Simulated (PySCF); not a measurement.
# Where the electron goes

Species: C₇H₈FN.
Cartesian coordinates in Å at the GFN2-xTB level; atoms count from 1:
```xyz
17
C7H8FN angstrom
C      3.6593    0.8381    0.4834
C      2.5067    0.5146    0.3704
C      1.1701    0.1178    0.2624
C      0.0908    0.8818    0.0256
F      0.0545    2.2075   -0.1423
N     -1.0870    0.1852   -0.1192
C     -2.3681    0.7746    0.1644
C     -0.8327   -1.1790    0.3240
C      0.7003   -1.3211    0.3382
H      4.6620    1.1300    0.5745
H     -2.6042    0.7536    1.2370
H     -3.1384    0.2207   -0.3732
H     -2.3708    1.8075   -0.1779
H     -1.2548   -1.3322    1.3279
H     -1.3146   -1.8817   -0.3595
H      1.0635   -1.8254    1.2343
H      1.0564   -1.8800   -0.5304
```

The calculation used TDDFT CAM-B3LYP/def2-SVPD, vertical, gas phase, core orbitals frozen in the response (PySCF 2.14.0, density-fitted response routines).

Frontier orbitals with the atoms that hold most of them (Löwdin shares over 4%, at most four atoms; ? is withheld):

```csv
orbital,ε (eV),atoms
LUMO+2,1.67,"C9 15%, H16 12%, C7 10%, H17 9%"
LUMO+1,1.33,"C4 15%, C7 11%, C8 9%, C1 8%"
LUMO,0.90,"C4 19%, C7 11%, C1 11%, C3 10%"
HOMO,?,?
HOMO-1,-9.09,?
HOMO-2,-9.59,"C2 24%, C1 22%, N6 19%, C4 6%"
HOMO-3,-10.83,"C3 15%, C2 14%, C4 13%, N6 13%"
```

**Question.** Which atoms hold the HOMO-1, and with what shares?

**Answer.** C1 (bonded to C and H) 40%; C2 (bonded to 2 C) 40%; C3 (bonded to 3 C) 6%; C9 (bonded to 2 C and 2 H) 4%.

**Question.** Give the leading atoms of the HOMO.

**Answer.** N6 (bonded to 3 C) 22%; C3 (bonded to 3 C) 22%; C1 (bonded to C and H) 15%; C4 (bonded to C, F and N) 12%. By element: carbon 48% or more, nitrogen 22%.

**Question.** What is the HOMO energy, and the HOMO–LUMO gap?

**Answer.** ε(HOMO) = -6.74 eV; the gap is 7.63 eV (0.2806 hartree).

**Question.** How does S1 compare with the orbital gap of 7.63 eV?

**Answer.** S1 is at 4.92 eV (f = 0.288), 2.72 eV below the gap, made of HOMO→LUMO (90%). 

Next come S2 at 5.24 eV (f 0.115), HOMO→LUMO+1 (42%), HOMO→LUMO+4 (29%), HOMO→LUMO+2 (13%); S3 at 5.43 eV (f 0.051), HOMO→LUMO+1 (44%), HOMO→LUMO+4 (24%), HOMO→LUMO+2 (18%); S4 at 5.93 eV (f 0.0021), HOMO→LUMO+3 (36%), HOMO→LUMO+2 (34%), HOMO→LUMO+4 (16%); S5 at 6.04 eV (f 0.023), HOMO→LUMO+3 (49%), HOMO→LUMO+2 (29%).

Löwdin shares depend on the basis, the more so with diffuse functions.

One conformer stands for the species.
